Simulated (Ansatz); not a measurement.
Input for Ansatz (a quantum-chemistry and plane-wave program): R-CCSD(T)/cc-pV(D+d)Z on C4H12Si (SMILES CC[SiH2]CC). Files ending in .json are basis or fitting sets from the Basis Set Exchange.

Ansatz 0.2 input:
```yaml
crystal:
  periodic: [false, false, false]
  atoms:
    - {symbol: C, position_ang: [1.83034783, -0.00211468, 1.04298901]}
    - {symbol: C, position_ang: [1.44888452, -0.80553661, -0.20726241]}
    - {symbol: Si, position_ang: [0.14150373, -0.01682526, -1.31369024]}
    - {symbol: C, position_ang: [-1.60807144, -0.09751502, -0.61814952]}
    - {symbol: C, position_ang: [-1.84124997, 0.65936469, 0.69530491]}
    - {symbol: H, position_ang: [2.63133237, -0.49056387, 1.60224722]}
    - {symbol: H, position_ang: [0.98475835, 0.11699765, 1.72154671]}
    - {symbol: H, position_ang: [2.17647577, 0.99909323, 0.77817254]}
    - {symbol: H, position_ang: [2.33818461, -0.96479699, -0.82555287]}
    - {symbol: H, position_ang: [1.10383782, -1.80556980, 0.07608817]}
    - {symbol: H, position_ang: [0.14927275, -0.71081513, -2.62921962]}
    - {symbol: H, position_ang: [0.50664949, 1.40803058, -1.54401252]}
    - {symbol: H, position_ang: [-2.27588705, 0.29231976, -1.39347153]}
    - {symbol: H, position_ang: [-1.87973392, -1.15148612, -0.49776479]}
    - {symbol: H, position_ang: [-1.54041665, 1.70597613, 0.61161345]}
    - {symbol: H, position_ang: [-1.27169294, 0.22156419, 1.51629426]}
    - {symbol: H, position_ang: [-2.89419524, 0.64187729, 0.98486723]}
basis:
  gaussian:
    orbitals: cc-pV_D+d_Z.json
magnetization: {spin_polarized: false}
correlation: {method: ccsd_t, electrons: outside_noble_gas}
scf: {lower_state_search: off}
```

The head of its log:

```
WARN ansatz: RAYON_NUM_THREADS=6 ignored (pool sized by the plan → 6); use --threads N
Functional definition: HF
these checks for a lower state are left out or cut short: stability, starts, cluster_reference, orbital_swaps, neighbouring_geometries, increment
integrals: 0.32 GiB planned
1294 factors; integrals over basis functions are off by at most 1.3e-3 eV
mean field: 0.55 GiB planned
mean field evaluation 1: about -12171.2032 eV, gradient 3.3e1 eV
mean field evaluation 2: about -12171.3512 eV, gradient 3.3e1 eV
mean field evaluation 4: about -12174.6513 eV, gradient 3.7e0 eV
mean field evaluation 8: about -12174.6999 eV, gradient 9.4e-2 eV
mean field -12174.69993503 eV, -447.4119703043 hartree, gradient 3.6e-6 eV, S^2 0.000000; 0 other end points of the search recorded, 0 dependent functions left out
9 core orbitals not correlated
reference -12174.69993503 eV, -447.4119703043 hartree; 16, 16 occupied and 114, 114 virtual orbitals, 1294 factors
```

Q: Predict the final total energy.

A: -448.2037 hartree (reference determinant -447.4120, T1 diagnostic 0.008).
